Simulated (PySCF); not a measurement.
# How methods differ on the excitation energy of Br⁺

Br⁺ [Ar] 3d10 4s2 4p4 (3P) → Br⁺ [Ar] 3d10 4s1 4p4 5s1 (5P), as a difference of total energies. Calculation: PySCF 2.14, in aug-cc-pVDZ-DK; scalar relativity by spin-free X2C-1e. Correlated levels: valence: [Ar] 3d10 frozen. The calculations carry no spin-orbit coupling.

```
           method  excitation energy (eV)
              UHF                  23.921
              LDA                  24.853
              PBE                  24.583
             PBE0                  24.704
           r2SCAN                  24.661
            wB97X                  25.619
          wB97M-V                  24.902
           B2PLYP                  24.694
             TPSS                  24.719
             ROHF                  23.884
    MP2 (valence)                  23.720
SCS-MP2 (valence)                  23.796
```

Problem. How much does correlation contribute at MP2 (valence)?

Solution. 23.720 − (23.921) = -0.201 eV, measured against UHF.

A first-order spin-orbit estimate (lowest level to lowest level, LS coupling) adds -0.023 eV.

The upper state lies above the first ionisation limit, where it may autoionise and the basis confines it. A Rydberg-like electron needs more diffuse functions than a valence basis has.

The promoted electron is Rydberg-like, and one or two diffuse shells describe it only roughly, which tends to raise the upper state.
